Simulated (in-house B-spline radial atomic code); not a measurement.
P³⁺. Computed with a B-spline radial atomic code. Model: all-electron spherical atom, spin shells full or empty, radial basis limit, no spin-orbit coupling, Breit or QED, empty-state partial waves extrapolated as (l+1/2)^-4, RPA, G0W0 and static COHSEX of the highest shell as one setting changes (uncorrelated shells keep exact exchange).

Empty levels are discrete states of a finite basis, so the steps are uneven.

Given: element P; charge 3; filled core Ne; hamiltonian non-relativistic; mean-field start r2SCAN; highest l of empty states 9; lowest nl shells left uncorrelated 0; highest mean-field shell 3s; box radius 14.14 bohr.

Shell: 3s 1 1 (electrons up and down).

| highest empty level kept (hartree) | RPA correlation energy (hartree) | G0W0 level (eV) | G0W0 minus most complete (meV) | COHSEX level (eV) | linearised minus solved G0W0 (meV) |
| --- | --- | --- | --- | --- | --- |
| 5.33 | -0.20751 | -51.53 | 229.9 | -53.539 | 48.4 |
| 10.67 | -0.29808 | -51.609 | 150.7 | -53.738 | 49.2 |
| 18.67 | -0.3909 | -51.65 | 109.3 | -53.848 | 49.8 |
| 32 | ? | ? | ? | ? | ? |
| 53.33 | -0.54557 | -51.711 | 49.1 | -54.035 | 50.6 |
| 96 | -0.61088 | -51.736 | 23.5 | -54.111 | 51 |
| 160 | -0.64961 | -51.745 | 14.2 | -54.139 | 51.1 |
| 320 | -0.68651 | -51.752 | 7.2 | -54.16 | 51.2 |
| 640 | ? | ? | ? | ? | ? |
| 1333.3 | -0.721 | -51.759 | 1.1 | -54.178 | 51.3 |
| 3200 | -0.72554 | -51.759 | 0.3 | -54.18 | 51.3 |
| 10667 | -0.72711 | -51.76 | 0 | -54.181 | 51.3 |

Question: What follows for highest empty level kept = 32?

Answer: RPA correlation energy -0.47853 hartree; G0W0 level -51.683 eV; G0W0 minus most complete 76.4 meV; COHSEX level -53.947 eV; linearised minus solved G0W0 50.2 meV.

Question: What follows for highest empty level kept = 640?

Answer: RPA correlation energy -0.70826 hartree; G0W0 level -51.756 eV; G0W0 minus most complete 3.3 meV; COHSEX level -54.171 eV; linearised minus solved G0W0 51.3 meV.
